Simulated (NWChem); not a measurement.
A series in which one site is exchanged, each optimised at PBE0/def2-SVP with NWChem, gas phase unless a solvent is named. This build's default masses of Se (78.918 u) and Br (79.917 u) are each other's, which moves their modes by up to 0.6 %. For some, no frequency run checked for a minimum. def2 effective core potentials on Te; no spin-orbit coupling.

A: [TeH][SeH] (H2TeSe; site = Te)
B: [BeH][SeH] (BeH$_{2}$Se; site = Be)
C: [ZnH][SeH] (ZnH2Se; site = Zn)
D: S[SeH] (H$_{2}$SeS; site = S)

Values for A:

- dipole (D), PBE0/def2-SVP = 0.92
- orbital gap (eV), PBE0/def2-SVP = 4.69
- vertical ionisation energy, ΔSCF, PBE0/def2-SVP (eV) = 8.80
- static polarisability, PBE0/def2-SVPD (bohr³) = 72.6
- lowest singlet excitation, PBE0/def2-SVPD, TDA (eV) = 3.21

### Question
How do these values change for the other members?

### Answer
| change from A | B | C | D |
|---|---|---|---|
| dipole (D), PBE0/def2-SVP | -0.27 | +0.36 | +0.37 |
| orbital gap (eV), PBE0/def2-SVP | +1.58 | +1.99 | +1.19 |
| vertical ionisation energy, ΔSCF, PBE0/def2-SVP (eV) | +1.05 | +0.38 | +0.76 |
| static polarisability, PBE0/def2-SVPD (bohr³) | -25.7 | -15.4 | -21.2 |
| lowest singlet excitation, PBE0/def2-SVPD, TDA (eV) | +1.56 | +1.60 | +0.86 |
